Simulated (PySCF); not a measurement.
Isomers of CH2N2Si. Gas-phase values, no solvent. Strings in code marks are SMILES.

The LUMO from two functionals at the same geometries (CAM-B3LYP-D3(BJ)/def2-TZVP), both in PySCF: PBE-D3(BJ)/def2-TZVP and CAM-B3LYP-D3(BJ)/def2-TZVP. 

```tsv
species	CAM-B3LYP-D3(BJ)/def2-TZVP (eV)
`N#CN=[SiH2]`	-2.01
`[H]/N=[si]1/cn1`	-0.46
`[H]/N=[SiH]/C#N`	-1.59
```

**Question.** What does PBE-D3(BJ)/def2-TZVP give for each?

**Answer.** 
- `N#CN=[SiH2]`: -3.82
- `[H]/N=[si]1/cn1`: -2.88
- `[H]/N=[SiH]/C#N`: -3.53
Over these rows, drawn at random from the members with no instability flagged (it was tested for open shells, ions and some series alone), PBE minus CAM-B3LYP-D3(BJ): mean -2.06 eV, from -2.42 eV to -1.81 eV.
